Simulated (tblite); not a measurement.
Compound: C6H10B (doublet state).
SMILES with atom numbers: `[BH2:1][C:2]#[C:3][C@H:4]([CH2:5])[CH2:6][CH3:7]` (hydrogens: H8, H9 on B1; H10 on C4; H11, H12 on C5; H13, H14 on C6; H15, H16, H17 on C7)
Bond orders are those of one Lewis drawing.

Computed with GFN2-xTB (tblite), gas phase: L-BFGS steps from a force-field or distance-geometry start until the largest atomic force falls under 0.01 eV/Å.

Step 60: E = -517.6995 eV
```
atom  x, y, z in Å  |  force x, y, z in eV/Å
B1      3.3848   -0.7970    0.1935   -0.007  -0.001   0.001
C2      2.0580   -0.1538   -0.0360   -0.004   0.015  -0.001
C3      0.9823    0.3732   -0.2138   -0.008  -0.023  -0.003
C4     -0.3191    0.9861   -0.4010    0.011   0.011   0.005
C5     -0.7492    1.6951    0.8219   -0.001  -0.011   0.003
C6     -1.3670   -0.0662   -0.8647    0.024   0.001   0.013
C7     -1.5568   -1.1669    0.1695   -0.001   0.015   0.002
H8      4.3620   -0.1547    0.1414   -0.002   0.013   0.001
H9      3.4361   -1.9425    0.4301    0.000  -0.015  -0.007
H10    -0.2353    1.7147   -1.2282   -0.003   0.001   0.003
H11    -0.1656    1.6590    1.7200   -0.009   0.003  -0.005
H12    -1.6800    2.2287    0.8210    0.003   0.006  -0.005
H13    -1.0297   -0.4988   -1.8091   -0.021   0.001  -0.005
H14    -2.3159    0.4475   -1.0369    0.028  -0.011  -0.011
H15    -2.3066   -1.8785   -0.1705    0.018   0.001   0.013
H16    -1.8835   -0.7370    1.1143   -0.011  -0.020   0.009
H17    -0.6215   -1.6969    0.3386   -0.018   0.014  -0.012
```

Step 61: E = -517.6997 eV
```
atom  x, y, z in Å  |  force x, y, z in eV/Å
B1      3.3851   -0.7980    0.1909   -0.003  -0.005   0.004
C2      2.0584   -0.1531   -0.0345    0.006   0.010  -0.001
C3      0.9825    0.3737   -0.2116   -0.020  -0.013  -0.006
C4     -0.3185    0.9871   -0.4003    0.001  -0.003   0.000
C5     -0.7508    1.6972    0.8208   -0.006  -0.009   0.000
C6     -1.3658   -0.0672   -0.8638    0.024   0.010   0.007
C7     -1.5564   -1.1667    0.1719   -0.002   0.025  -0.003
H8      4.3626   -0.1554    0.1475   -0.005   0.015   0.001
H9      3.4366   -1.9460    0.4150   -0.001  -0.013  -0.007
H10    -0.2339    1.7143   -1.2288   -0.004  -0.002   0.007
H11    -0.1740    1.6549    1.7228   -0.003   0.002   0.000
H12    -1.6793    2.2348    0.8160    0.004   0.006  -0.006
H13    -1.0263   -0.5000   -1.8080   -0.028   0.003   0.010
H14    -2.3158    0.4450   -1.0373    0.046  -0.013  -0.012
H15    -2.3034   -1.8801   -0.1711    0.027   0.002   0.023
H16    -1.8881   -0.7354    1.1146   -0.011  -0.025   0.000
H17    -0.6200   -1.6933    0.3463   -0.025   0.012  -0.017
```

Step 62: E = -517.7000 eV
```
atom  x, y, z in Å  |  force x, y, z in eV/Å
B1      3.3854   -0.7994    0.1870    0.003  -0.010   0.007
C2      2.0590   -0.1518   -0.0326    0.021  -0.001  -0.001
C3      0.9828    0.3743   -0.2086   -0.028   0.003  -0.010
C4     -0.3175    0.9886   -0.3994   -0.012  -0.021  -0.006
C5     -0.7534    1.6998    0.8193   -0.013  -0.002  -0.001
C6     -1.3635   -0.0685   -0.8625    0.016   0.019  -0.003
C7     -1.5556   -1.1657    0.1754   -0.003   0.029  -0.007
H8      4.3634   -0.1561    0.1567   -0.012   0.012   0.001
H9      3.4372   -1.9514    0.3926   -0.003  -0.003  -0.009
H10    -0.2319    1.7140   -1.2294   -0.005  -0.006   0.011
H11    -0.1866    1.6488    1.7268    0.005   0.000   0.007
H12    -1.6782    2.2438    0.8084    0.005   0.006  -0.007
H13    -1.0219   -0.5019   -1.8062   -0.031   0.002   0.028
H14    -2.3149    0.4410   -1.0385    0.059  -0.008  -0.013
H15    -2.2981   -1.8823   -0.1714    0.033   0.001   0.031
H16    -1.8948   -0.7333    1.1152   -0.010  -0.028  -0.009
H17    -0.6183   -1.6879    0.3572   -0.024   0.006  -0.019
```

Problem. Estimate the geometry and energy of step 63. (The exact step hangs on the optimiser's Hessian estimate; all steps are aligned on step 62, rigid shifts and turns removed.)

Solution. E = -517.7003 eV, largest force 0.060 eV/Å
```
atom  x, y, z in Å  |  force x, y, z in eV/Å
B1      3.3859   -0.8012    0.1823    0.009  -0.014   0.008
C2      2.0600   -0.1498   -0.0306    0.030  -0.013   0.000
C3      0.9828    0.3747   -0.2050   -0.026   0.018  -0.011
C4     -0.3164    0.9901   -0.3982   -0.022  -0.034  -0.009
C5     -0.7568    1.7026    0.8177   -0.018   0.005  -0.002
C6     -1.3602   -0.0699   -0.8610    0.001   0.022  -0.012
C7     -1.5548   -1.1640    0.1795   -0.003   0.023  -0.008
H8      4.3642   -0.1571    0.1681   -0.021   0.006   0.002
H9      3.4373   -1.9577    0.3648   -0.005   0.012  -0.010
H10    -0.2298    1.7136   -1.2295   -0.005  -0.007   0.014
H11    -0.2021    1.6414    1.7318    0.012  -0.002   0.011
H12    -1.6764    2.2553    0.7991    0.007   0.005  -0.007
H13    -1.0167   -0.5044   -1.8036   -0.024  -0.004   0.039
H14    -2.3128    0.4357   -1.0406    0.058   0.008  -0.013
H15    -2.2910   -1.8851   -0.1708    0.029  -0.002   0.033
H16    -1.9034   -0.7311    1.1159   -0.008  -0.023  -0.016
H17    -0.6167   -1.6811    0.3701   -0.014  -0.001  -0.018
```

The energy changes by -0.0003 eV. The first-order estimate −F·Δx gives -0.0005 eV and the mean of the old and new forces, exact on a quadratic surface, -0.0003 eV. The step makes an angle of 85° with the force vector and moves no atom by more than 0.029 Å.

The cost below is that of the whole relaxation. Time: 0.63 s wall. Hardware: one thread, Arm Neoverse V2 (aarch64), no GPU, on a shared host.
